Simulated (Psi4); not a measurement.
A run for Psi4: SAPT0/jun-cc-pV(D+d)Z on C2H3N3 (a complex).

```
memory 8100 MB

molecule dimer {
0 1
N    -0.14951255    0.12532483   -0.21558440
N     0.21958874   -0.61510117   -0.92604463
--
0 1
C    -0.10657752    1.24648874    3.19253567
C     0.70531042    0.05945464    2.98030236
N     1.34495551   -0.87901294    2.80358651
H     0.51382760    2.06666849    3.55440597
H    -0.57563707    1.54459034    2.25480776
H    -0.88457378    1.04336081    3.92876337
units angstrom
symmetry c1
no_reorient
no_com
}

set {
  basis jun-cc-pV(D+d)Z
  scf_type df
  freeze_core true
}

energy('sapt0')
```

Program output:

```
[...]
==> Input File <==

--------------------------------------------------------------------------
memory 8100 MB

molecule dimer {
0 1
N    -0.14951255    0.12532483   -0.21558440
N     0.21958874   -0.61510117   -0.92604463
--
0 1
C    -0.10657752    1.24648874    3.19253567
C     0.70531042    0.05945464    2.98030236
N     1.34495551   -0.87901294    2.80358651
H     0.51382760    2.06666849    3.55440597
H    -0.57563707    1.54459034    2.25480776
H    -0.88457378    1.04336081    3.92876337
units angstrom
symmetry c1
no_reorient
no_com
}

set {
  basis jun-cc-pV(D+d)Z
  scf_type df
  freeze_core true
}

energy('sapt0')
--------------------------------------------------------------------------


   => Loading Basis Set <=

    Name: JUN-CC-PV(D+D)Z
    Role: ORBITAL
    Keyword: BASIS
    atoms 1-2, 5 entry N          line   222 file jun-cc-pv_dpd_z.gbs
    atoms 3-4    entry C          line   188 file jun-cc-pv_dpd_z.gbs
    atoms 6-8    entry H          line    60 file jun-cc-pv_dpd_z.gbs

   => Loading Basis Set <=

    Name: JUN-CC-PV(D+D)Z
    Role: ORBITAL
    Keyword: BASIS
    atoms 1-2, 5 entry N          line   222 file jun-cc-pv_dpd_z.gbs
    atoms 3-4    entry C          line   188 file jun-cc-pv_dpd_z.gbs
    atoms 6-8    entry H          line    60 file jun-cc-pv_dpd_z.gbs


  //>>>>>>>>>>>>>>>>>>>>>>>>>>>>>>>>>>>//
  //              Dimer HF             //
  //<<<<<<<<<<<<<<<<<<<<<<<<<<<<<<<<<<<//

   => Libint2 <=

    Primary   basis highest AM E, G, H:  7, 6, 3
    Auxiliary basis highest AM E, G, H:  7, 7, 4
    Onebody   basis highest AM E, G, H:  -, -, -
    Solid Harmonics ordering:            Gaussian


   => Loading Basis Set <=

    Name: JUN-CC-PV(D+D)Z
    Role: ORBITAL
    Keyword: BASIS
    atoms 1-2, 5 entry N          line   222 file jun-cc-pv_dpd_z.gbs
    atoms 3-4    entry C          line   188 file jun-cc-pv_dpd_z.gbs
    atoms 6-8    entry H          line    60 file jun-cc-pv_dpd_z.gbs


         ---------------------------------------------------------
                                   SCF
               by Justin Turney, Rob Parrish, Andy Simmonett
                          and Daniel G. A. Smith
                              RHF Reference
                        4 Threads,   7724 MiB Core
         ---------------------------------------------------------

  ==> Geometry <==

    Molecular point group: c1
    Full point group: C1

    Geometry (in Angstrom), charge = 0, multiplicity = 1:

       Center              X                  Y                   Z               Mass
    ------------   -----------------  -----------------  -----------------  -----------------
         N           -0.149512550000     0.125324830000    -0.215584400000    14.003074004430
         N            0.219588740000    -0.615101170000    -0.926044630000    14.003074004430
         C           -0.106577520000     1.246488740000     3.192535670000    12.000000000000
         C            0.705310420000     0.059454640000     2.980302360000    12.000000000000
         N            1.344955510000    -0.879012940000     2.803586510000    14.003074004430
         H            0.513827600000     2.066668490000     3.554405970000     1.007825032230
         H           -0.575637070000     1.544590340000     2.254807760000     1.007825032230
         H           -0.884573780000     1.043360810000     3.928763370000     1.007825032230

  Running in c1 symmetry.

  Rotational constants: A =      0.27832  B =      0.04186  C =      0.03664 [cm^-1]
  Rotational constants: A =   8343.76870  B =   1255.00927  C =   1098.43229 [MHz]
  Nuclear repulsion =  125.231095390957194

  Charge       = 0
  Multiplicity = 1
  Electrons    = 36
  Nalpha       = 18
  Nbeta        = 18

  ==> Algorithm <==

  SCF Algorithm Type is DF.
  DIIS enabled.
  MOM disabled.
  Fractional occupation disabled.
  Guess Type is SAD.
  Energy threshold   = 1.00e-08
  Density threshold  = 1.00e-08
  Integral threshold = 1.00e-12

  ==> Primary Basis <==

  Basis Set: JUN-CC-PV(D+D)Z
    Blend: JUN-CC-PV(D+D)Z
    Number of shells: 49
    Number of basis functions: 105
    Number of Cartesian functions: 110
    Spherical Harmonics?: true
    Max angular momentum: 2

   => Loading Basis Set <=

    Name: (JUN-CC-PV(D+D)Z AUX)
    Role: JKFIT
    Keyword: DF_BASIS_SCF
    atoms 1-2, 5 entry N          line   202 file jun-cc-pvdz-jkfit.gbs
    atoms 3-4    entry C          line   146 file jun-cc-pvdz-jkfit.gbs
    atoms 6-8    entry H          line    70 file jun-cc-pvdz-jkfit.gbs

  ==> Integral Setup <==

  DFHelper Memory: AOs need 0.041 GiB; user supplied 5.658 GiB.
  SCF_SUBTYPE=INCORE selected. In-core MEM_DF algorithm will be used.
  Using in-core AOs.

  ==> MemDFJK: Density-Fitted J/K Matrices <==

    J tasked:                   Yes
    K tasked:                   Yes
    wK tasked:                   No
    OpenMP threads:               4
    Algorithm:                 Core
    Schwarz Cutoff:           1E-12
    Mask sp
[...]
ulsion Energy =             58.6895134278076398
    One-Electron Energy =                -293.4975074756477511
    Two-Electron Energy =                 102.8665898128956258
    Total Energy =                       -131.9414042349444856

Computation Completed


Properties will be evaluated at   0.000000,   0.000000,   0.000000 [a0]

Properties computed using the SCF density matrix


 Multipole Moments:

 ------------------------------------------------------------------------------------
     Multipole            Electronic (a.u.)      Nuclear  (a.u.)        Total (a.u.)
 ------------------------------------------------------------------------------------

 L = 1.  Multiply by 2.5417464519 to convert [e a0] to [Debye]
 Dipole X            :        -23.7206761           22.7914250           -0.9292511
 Dipole Y            :        -10.6142603           11.9755523            1.3612920
 Dipole Z            :       -125.2273875          125.4780242            0.2506367
 Magnitude           :                                                    1.6671659

 ------------------------------------------------------------------------------------

  Constructing Basis Sets for SAPT...

   => Loading Basis Set <=

    Name: (JUN-CC-PV(D+D)Z AUX)
    Role: RIFIT
    Keyword: DF_BASIS_SAPT
    atoms 1-2, 5 entry N          line   144 file jun-cc-pvdz-ri.gbs
    atoms 3-4    entry C          line   100 file jun-cc-pvdz-ri.gbs
    atoms 6-8    entry H          line    30 file jun-cc-pvdz-ri.gbs

   => Loading Basis Set <=

    Name: (JUN-CC-PV(D+D)Z AUX)
    Role: JKFIT
    Keyword: DF_BASIS_ELST
    atoms 1-2, 5 entry N          line   202 file jun-cc-pvdz-jkfit.gbs
    atoms 3-4    entry C          line   146 file jun-cc-pvdz-jkfit.gbs
    atoms 6-8    entry H          line    70 file jun-cc-pvdz-jkfit.gbs


  //>>>>>>>>>>>>>>>>>>>>>>>>>>>>>>>>>>>//
  //               SAPT0               //
  //<<<<<<<<<<<<<<<<<<<<<<<<<<<<<<<<<<<//



        SAPT0
    Ed Hohenstein
     6 June 2009

      Orbital Information
  --------------------------
    NSO        =       105
    NMO        =       105
    NRI        =       367
    NRI (Elst) =       464
    NOCC A     =         7
    NOCC B     =        11
    FOCC A     =         2
    FOCC B     =         3
    NVIR A     =        98
    NVIR B     =        94

    Elst10,r            =    -0.001606380849 [Eh]
    Exch10              =     0.002201596484 [Eh]
    Exch10 (S^2)        =     0.002198026524 [Eh]

    Maxiter = 50
    CPHF R converge = 1.000000E-08

    Iter     Energy [mEh]          dE [mEh]         Residual      Time [s]
       1      -0.28345205       0.283452048     5.895579e-03             0
       2      -0.28466378       0.001211733     1.602770e-03             0
       3      -0.32161610       0.036952315     2.987574e-04             0
       4      -0.32176157       0.000145472     7.967475e-05             0
       5      -0.32114818      -0.000613391     2.023590e-05             0
       6      -0.32125605       0.000107873     6.857761e-06             0
       7      -0.32126406       0.000008010     1.873432e-06             0
       8      -0.32125571      -0.000008346     4.324003e-07             0
       9      -0.32125728       0.000001570     1.143064e-07             0
      10      -0.32125707      -0.000000215     6.230696e-08             0
      11      -0.32125710       0.000000027     1.026142e-08             0
      12      -0.32125711       0.000000011     1.283570e-09             0

    CHF Iterations converged

    Maxiter = 50
    CPHF R converge = 1.000000E-08

    Iter     Energy [mEh]          dE [mEh]         Residual      Time [s]
       1      -0.27229587       0.272295871     2.120564e-03             0
       2      -0.31885342       0.046557548     9.535825e-04             0
       3      -0.32610552       0.007252099     1.801702e-04             0
       4      -0.32455987      -0.001545653     3.644752e-05             0
       5      -0.32461682       0.000056951     9.967891e-06             0
       6      -0.32465674       0.000039926     2.597505e-06             0
       7      -0.32464892      -0.000007827     1.281414e-06             0
       8      -0.32464857      -0.000000343     5.259837e-07             0
       9      -0.32464986       0.000001290     1.551462e-07             0
      10      -0.32464982      -0.000000042     4.480225e-08             0
      11      -0.32464972      -0.000000105     1.136824e-08             0
      12      -0.32464973       0.000000013     3.696302e-09             0

    CHF Iterations converged

    Ind20,r (A<-B)      =    -0.000321257108 [Eh]
    Ind20,r (B<-A)      =    -0.000324649729 [Eh]
    Ind20,r             =    -0.000645906836 [Eh]
    Exch-Ind20,r (A<-B) =     0.000147612837 [Eh]
    Exch-Ind20,r (B<-A) =     0.000304860454 [Eh]
    Exch-Ind20,r        =     0.000452473291 [Eh]
    Disp20              =    -0.001851850722 [Eh]
    Disp20 (SS)         =    -0.000925925361 [Eh]
    Disp20 (OS)         =    -0.000925925361 [Eh]
    Exch-Disp20         =     0.000142173279 [Eh]
    Exch-Disp20 (SS)    =     0.000076580186 [Eh]
    Exch-Disp20 (OS)    =     0.000065593093 [Eh]

    SAPT Results
  --------------------------------------------------------------------------------------------------------
    Electrostatics                 -1.60638085 [mEh]      -1.00801920 [kcal/mol]      -4.21755234 [kJ/mol]
      Elst10,r                     -1.60638085 [mEh]      -1.00801920 [kcal/mol]      -4.21755234 [kJ/mol]

    Exchange                        2.20159648 [mEh]       1.38152265 [kcal/mol]       5.78029077 [kJ/mol]
      Exch10                        2.20159648 [mEh]       1.38152265 [kcal/mol]       5.78029077 [kJ/mol]
      Exch10(S^2)                   2.19802652 [mEh]       1.37928247 [kcal/mol]       5.77091784 [kJ/mol]

    Induction                      -0.32013121 [mEh]      -0.20088537 [kcal/mol]      -0.84050438 [kJ/mol]
      Ind20,r                      -0.64590684 [mEh]      -0.40531266 [kcal/mol]      -1.69582817 [kJ/mol]
      Exch-Ind20,r                  0.45247329 [mEh]       0.28393128 [kcal/mol]       1.18796846 [kJ/mol]
      delta HF,r (2)               -0.12669767 [mEh]      -0.07950399 [kcal/mol]      -0.33264468 [kJ/mol]

    Dispersion                     -1.70967744 [mEh]      -1.07283879 [kcal/mol]      -4.48875751 [kJ/mol]
      Disp20                       -1.85185072 [mEh]      -1.16205387 [kcal/mol]      -4.86203340 [kJ/mol]
      Exch-Disp20                   0.14217328 [mEh]       0.08921508 [kcal/mol]       0.37327589 [kJ/mol]
      Disp20 (SS)                  -0.92592536 [mEh]      -0.58102694 [kcal/mol]      -2.43101670 [kJ/mol]
      Disp20 (OS)                  -0.92592536 [mEh]      -0.58102694 [kcal/mol]      -2.43101670 [kJ/mol]
      Exch-Disp20 (SS)              0.07658019 [mEh]       0.04805479 [kcal/mol]       0.20106125 [kJ/mol]
      Exch-Disp20 (OS)              0.06559309 [mEh]       0.04116029 [kcal/mol]       0.17221464 [kJ/mol]

  Total HF                          0.27508442 [mEh]       0.17261808 [kcal/mol]       0.72223405 [kJ/mol]
  Total SAPT0                      -1.43459302 [mEh]      -0.90022071 [kcal/mol]      -3.76652346 [kJ/mol]

  Special recipe for scaled SAPT0 (see Manual):
    Electrostatics sSAPT0          -1.60638085 [mEh]      -1.00801920 [kcal/mol]      -4.21755234 [kJ/mol]
    Exchange sSAPT0                 2.20159648 [mEh]       1.38152265 [kcal/mol]       5.78029077 [kJ/mol]
    Induction sSAPT0               -0.31792296 [mEh]      -0.19949967 [kcal/mol]      -0.83470660 [kJ/mol]
    Dispersion sSAPT0              -1.70898358 [mEh]      -1.07240339 [kcal/mol]      -4.48693577 [kJ/mol]
  Total sSAPT0                     -1.43169090 [mEh]      -0.89839960 [kcal/mol]      -3.75890394 [kJ/mol]
  --------------------------------------------------------------------------------------------------------



*** Psi4 exiting successfully. Buy a developer a beer!
```

The run finished.

Cost: about 9 core-seconds (a rough figure).
